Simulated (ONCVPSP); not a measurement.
## Ga, ONCV: configuration errors across variants

* Element: Ga
* Generator: ONCVPSP 4.0.1
* Type: optimised norm-conserving Vanderbilt (ONCV)
* Functional: PBEsol
* Relativity: scalar-relativistic
* Frozen core: [Ar] 3d10
* Valence charge: 3
* Reference configuration: 4s2 4p0.5 (charge +0.5)
* Partial waves: 4s: rc 1.80 bohr, ncon 4, nbas 9, qcut 3.5 1/bohr, 1 projector; 4p: rc 2.35 bohr, ncon 4, nbas 8, qcut 3.2 1/bohr, 2 projectors, debl 1.4 Ha
* Local potential: polynomial inside 1.15 bohr (lpopt 1, dvloc0 6 Ha)
* Core correction: Teter function, fcfact 4.5, rcfact 1.45

All-electron excitation energies from the reference (eV): (1) 4s2 4p1 -2.027; (2) 4s2 4p0 3.653; (3) 4s1 4p0 24.789; (4) 4s0 4p3 11.364.

Errors AE − PS in meV (a dash: test not solved or not reliable):

| change | (1) | (2) | (3) | (4) | bound ghosts | GHOST(+) flags above zero |
| --- | --- | --- | --- | --- | --- | --- |
| base | -2.5 | -10 | -237 | -39 | none | none |
| p: qcut 1.9 | -2.5 | -10 | -237 | -39 | none | none |
| p: qcut 2.4 | -2.5 | -10 | -237 | -36 | none | none |
| p: qcut 2.7 | -2.5 | -10 | -237 | -36 | none | none |
| p: qcut 3.4 | -2.5 | -10 | -236 | -41 | none | none |
| p: qcut 3.6 | -2.5 | -10 | -236 | -43 | none | none |
| p: qcut 4.1 | -2.5 | -10 | -235 | -48 | none | none |
| p: qcut 4.5 | -2.5 | -10 | -234 | -51 | none | none |
| p: qcut 4.7 | -2.5 | -10 | -234 | -53 | none | none |

Task: Give the same row for: p: qcut 3.

Result: -2.5, -10, -237, -37; bound ghosts: none; GHOST(+) flags above zero: none.
